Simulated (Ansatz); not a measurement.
`N#CC[BH][GaH2]` → B• + 2 C• + Ga• + 5 H• + N•  (atomization)

Computed with Ansatz on PBE0-D4/def2-TZVP structures; ΔE is electronic, products minus reactants. CCSD(T)/CBS adds triple-zeta CCSD(T) − MP2 to the extrapolated MP2 energy (def2 sets, frozen cores). This one scheme is used for every species, atoms too. For atomizations the MP2-based limit and the directly extrapolated one differ by several kJ/mol either way, and by 10 to 25 for some Ge, Se and Sn compounds, so smaller differences from it don't rank the levels. DFT in def2-TZVPP. No spin–orbit coupling; open shells (•) take unrestricted orbitals. Spin–orbit coupling would lower the free atoms: a little for B, C; clearly for Ga. For Ga outer-core shells are correlated without core-valence functions, so the limit isn't a true one: a few kJ/mol of doubt a bond, and 10 to 20 or more in all where bonds break to atoms. Scalar relativity is left out up to krypton. Each species was taken in one conformer, which may not be the lowest.

`N#CC[BH][GaH2]`:

Cartesian coordinates in Å:
```
N 2.231 0.800 -1.039
C 1.139 1.035 -0.763
C -0.244 1.236 -0.379
B -0.922 -0.013 0.307
Ga 0.090 -1.802 0.641
H -0.839 1.522 -1.256
H -0.322 2.094 0.302
H -2.067 0.158 0.621
H 0.072 -2.963 -0.418
H 0.863 -2.067 1.984
```

```json
{"level": "PBE-D4", "ΔE (kcal/mol)": "893.0", "difference from CCSD(T)/CBS": "26.3"}
{"level": "revPBE-D4", "ΔE (kcal/mol)": "870.4", "difference from CCSD(T)/CBS": "3.7"}
{"level": "r2SCAN-D4", "ΔE (kcal/mol)": "873.0", "difference from CCSD(T)/CBS": "6.3"}
{"level": "B97M-V", "ΔE (kcal/mol)": "875.5", "difference from CCSD(T)/CBS": "8.8"}
{"level": "BHLYP-D4", "ΔE (kcal/mol)": "843.9", "difference from CCSD(T)/CBS": "-22.8"}
{"level": "B2PLYP", "ΔE (kcal/mol)": "863.2", "difference from CCSD(T)/CBS": "-3.5"}
{"level": "BLYP", "ΔE (kcal/mol)": "860.8", "difference from CCSD(T)/CBS": "-5.9"}
{"level": "r2SCANh", "ΔE (kcal/mol)": "865.2", "difference from CCSD(T)/CBS": "-1.5"}
{"level": "MP2/def2-SVP", "ΔE (kcal/mol)": "843.3", "difference from CCSD(T)/CBS": "-23.4"}
{"level": "CCSD(T)/def2-SVP", "ΔE (kcal/mol)": "827.4", "difference from CCSD(T)/CBS": "-39.3"}
{"level": "MP2/def2-TZVPP", "ΔE (kcal/mol)": "865.6", "difference from CCSD(T)/CBS": "-1.1"}
{"level": "SCS-MP2/def2-TZVPP", "ΔE (kcal/mol)": "861.7", "difference from CCSD(T)/CBS": "-5.0"}
{"level": "CCSD/def2-TZVPP", "ΔE (kcal/mol)": "832.4", "difference from CCSD(T)/CBS": "-34.3"}
{"level": "CCSD(T)/def2-TZVPP", "ΔE (kcal/mol)": "847.3", "difference from CCSD(T)/CBS": "-19.4"}
{"level": "HF/CBS(def2)", "ΔE (kcal/mol)": "627.2", "difference from CCSD(T)/CBS": "-239.5"}
{"level": "CCSD/CBS(def2)", "ΔE (kcal/mol)": "851.7", "difference from CCSD(T)/CBS": "-15.0"}
{"level": "CCSD(T)/CBS", "ΔE (kcal/mol)": "866.7", "difference from CCSD(T)/CBS": "0"}
```

Largest T1 diagnostic among the species: 0.014.

The D4 term adds +8.0 kcal/mol with B3LYP and +4.2 kcal/mol with PBE0; it sums over pairs of atoms, weighted by their polarisabilities, and B3LYP, whose exchange is more repulsive, gets the larger term. From PBE to PBE0 (25 % exact exchange), in def2-TZVPP and without D4, ΔE moves by −17.4 kcal/mol: exact exchange takes away binding that semilocal exchange gives to molecules.

B3LYP here is the variant with VWN-RPA as its local correlation; programs differ in this.
